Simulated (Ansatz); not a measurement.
All numbers were calculated with Ansatz.

`C[SiH2]B1N[SiH2]1` at its PBE0-D4/def2-TZVP geometry, where that method's forces vanish. The species carries charge 0 and has multiplicity 1.

| atom | x (Å) | y (Å) | z (Å) |
| --- | --- | --- | --- |
| C1 | -1.2335 | 0.7907 | -1.8838 |
| Si2 | 0.2956 | 1.0702 | -0.8276 |
| B3 | 0.4938 | -0.2334 | 0.6697 |
| N4 | -0.1518 | -1.3250 | 1.2135 |
| Si5 | 1.2617 | -1.1056 | 2.2273 |
| H6 | -1.2948 | 1.5290 | -2.6865 |
| H7 | -2.1416 | 0.8703 | -1.2816 |
| H8 | -1.2149 | -0.2024 | -2.3389 |
| H9 | 1.5159 | 0.9900 | -1.6817 |
| H10 | 0.2604 | 2.4447 | -0.2490 |
| H11 | -0.9881 | -1.8549 | 1.0199 |
| H12 | 0.9620 | -0.7478 | 3.6371 |
| H13 | 2.2354 | -2.2259 | 2.1817 |

(1) For each bond, give half the difference of the two atoms' forces along it (eV/Å; positive pushes the atoms apart) under PBE-D4, r2SCAN-D4, B3LYP-D4, ωB97M-V in def2-TZVPP. (Estimate.)

Answers

(1) The calculation gave: 
```json
{"bond": "C1–Si2", "length (Å)": "1.879", "PBE-D4": "0.03", "r2SCAN-D4": "0.02", "B3LYP-D4": "0.14", "ωB97M-V": "0.06"}
{"bond": "C1–H6", "length (Å)": "1.092", "PBE-D4": "0.11", "r2SCAN-D4": "-0.02", "B3LYP-D4": "-0.04", "ωB97M-V": "-0.05"}
{"bond": "C1–H7", "length (Å)": "1.093", "PBE-D4": "0.11", "r2SCAN-D4": "-0.01", "B3LYP-D4": "-0.04", "ωB97M-V": "-0.04"}
{"bond": "C1–H8", "length (Å)": "1.093", "PBE-D4": "0.11", "r2SCAN-D4": "-0.01", "B3LYP-D4": "-0.04", "ωB97M-V": "-0.04"}
{"bond": "Si2–B3", "length (Å)": "1.995", "PBE-D4": "-0.28", "r2SCAN-D4": "-0.12", "B3LYP-D4": "-0.05", "ωB97M-V": "0.03"}
{"bond": "Si2–H9", "length (Å)": "1.492", "PBE-D4": "0.10", "r2SCAN-D4": "-0.01", "B3LYP-D4": "-0.09", "ωB97M-V": "-0.12"}
{"bond": "Si2–H10", "length (Å)": "1.492", "PBE-D4": "0.10", "r2SCAN-D4": "-0.01", "B3LYP-D4": "-0.09", "ωB97M-V": "-0.12"}
{"bond": "B3–N4", "length (Å)": "1.380", "PBE-D4": "0.29", "r2SCAN-D4": "0.16", "B3LYP-D4": "0.03", "ωB97M-V": "0.09"}
{"bond": "B3–Si5", "length (Å)": "1.943", "PBE-D4": "0.29", "r2SCAN-D4": "0.17", "B3LYP-D4": "0.16", "ωB97M-V": "0.09"}
{"bond": "N4–Si5", "length (Å)": "1.753", "PBE-D4": "0.28", "r2SCAN-D4": "0.09", "B3LYP-D4": "0.15", "ωB97M-V": "0.13"}
{"bond": "N4–H11", "length (Å)": "1.009", "PBE-D4": "0.10", "r2SCAN-D4": "-0.01", "B3LYP-D4": "-0.02", "ωB97M-V": "-0.11"}
{"bond": "Si5–H12", "length (Å)": "1.485", "PBE-D4": "0.00", "r2SCAN-D4": "-0.05", "B3LYP-D4": "-0.11", "ωB97M-V": "-0.13"}
{"bond": "Si5–H13", "length (Å)": "1.485", "PBE-D4": "0.00", "r2SCAN-D4": "-0.05", "B3LYP-D4": "-0.11", "ωB97M-V": "-0.13"}
```

B3LYP here is the variant with VWN-RPA as its local correlation; programs differ in this.
